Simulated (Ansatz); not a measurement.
System: C2H7GeO, charge 0, multiplicity 2. It need not be the lowest isomer of its formula. 
Coordinates optimised at B3LYP-D3(BJ)/def2-TZVP (Ansatz, an electronic-structure program):
```xyz
11

C     -2.4790    -0.1652     0.1334
C     -1.2986    -0.4245     1.0535
O     -0.1487    -0.8556     0.3376
Ge     0.9791     0.3279    -0.4048
H     -2.2632     0.6573    -0.5524
H     -2.7014    -1.0538    -0.4589
H     -3.3661     0.0981     0.7139
H     -1.5386    -1.2271     1.7567
H     -1.0729     0.4715     1.6458
H      2.2655    -0.5109    -0.6323
H      1.2017     1.4545     0.6576
```
Charge 0, spin multiplicity 2.

Basis-set convergence of Hartree-Fock and CCSD(T) correlation energies (hartree) with Ansatz. Valence correlation only, unless marked. Open shells are spin-unrestricted. Spin-orbit coupling is left out. The frozen core is the preceding noble-gas configuration, with the filled d and f shells of earlier blocks. No relativistic terms.

```
basis        functions        E(HF)  E(corr, CCSD(T))
-----------  ---------  -----------  ----------------
aug-cc-pVDZ        168  -2230.00047          -0.65882
aug-cc-pVTZ        358          [?]               [?]
```

**Question.** Fill in the missing entries.

**Answer.** 
- aug-cc-pVTZ, E(HF): -2230.11421
- aug-cc-pVTZ, E(corr, CCSD(T)): -0.77773
